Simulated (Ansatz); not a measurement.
The same molecule with X = C, Si, Ge, Sn. Ansatz, PBE0-D4/def2-TZVP geometries, multiplicity 1. Each molecule was computed in one conformer, which needn't be the lowest.

Elements past krypton have def2 core potentials. Scalar relativity is left out up to krypton.

```
 X            molecule  mean X–H bond length / Å  mean X–N bond length / Å  LUMO energy (ωB97M-V/def2-TZVPP) / eV  HOMO–LUMO gap (B3LYP/def2-TZVPP) / eV  zero-point energy (PBE0-D4/def2-TZVP) / kJ/mol
Si          `N[SiH2]N`                     1.493                     1.711                                   2.45                                   7.65                                           181.9
Ge  `[NH2][GeH2][NH2]`                     1.547                     1.832                                   2.35                                   7.48                                           177.6
Sn  `[NH2][SnH2][NH2]`                     1.714                     2.021                                   1.33                                   6.58                                           168.5
```

(1) Give the row for X = C, `NCN`. (An estimate is asked.)

Answers

(1) Computed: 
| X | molecule | mean X–H bond length / Å | mean X–N bond length / Å | LUMO energy (ωB97M-V/def2-TZVPP) / eV | HOMO–LUMO gap (B3LYP/def2-TZVPP) / eV | zero-point energy (PBE0-D4/def2-TZVP) / kJ/mol |
| --- | --- | --- | --- | --- | --- | --- |
| C | `NCN` | 1.097 | 1.449 | 2.37 | 7.27 | 216.4 |

From C to Sn the mean X–H bond length rises at each step, by 0.617 Å in all; the mean X–N bond length rises at each step, by 0.572 Å in all; the LUMO energy (ωB97M-V/def2-TZVPP) isn't monotonic: highest at Si, lowest at Sn; the HOMO–LUMO gap (B3LYP/def2-TZVPP) isn't monotonic: highest at Si, lowest at Sn; the zero-point energy (PBE0-D4/def2-TZVP) falls at each step, by 47.9 kJ/mol in all. Bonds lengthen as the atom grows down the group.

B3LYP here is the variant with VWN-RPA as its local correlation; programs differ in this.
